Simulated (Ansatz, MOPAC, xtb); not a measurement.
Dimer: C2H2 (SMILES C#C) (first 4 atoms) with H2S (SMILES S); geometry from B3LYP-D3(BJ)/def2-TZVP.
(charge 0, multiplicity 1):
```tsv
atom	x (Å)	y (Å)	z (Å)
C	0.5186	0.2718	-0.1566
C	-0.5924	-0.1486	-0.0071
H	1.5048	0.6461	-0.2886
H	-1.5791	-0.5209	0.1266
S	0.1646	0.8595	3.7607
H	0.6548	-0.3748	3.9575
H	0.0655	0.6728	2.4332
```

Interaction energies are E(AB) − E(A) − E(B) at the monomers' geometry in the complex; basis-set methods are counterpoise corrected.

The state reached by AM1 isn't checked.

The values were computed with Ansatz (a program for electronic structure); MOPAC for AM1 (differences of heats of formation); xtb for the GFN methods. 

Q: One of these levels gives -65.2 meV for the interaction energy. Name it.
A. GFN-FF
B. AM1
C. HF/aug-cc-pV(D+d)Z

A: A, GFN-FF. The others give -26.8 (AM1), 6.2 (HF/aug-cc-pV(D+d)Z)
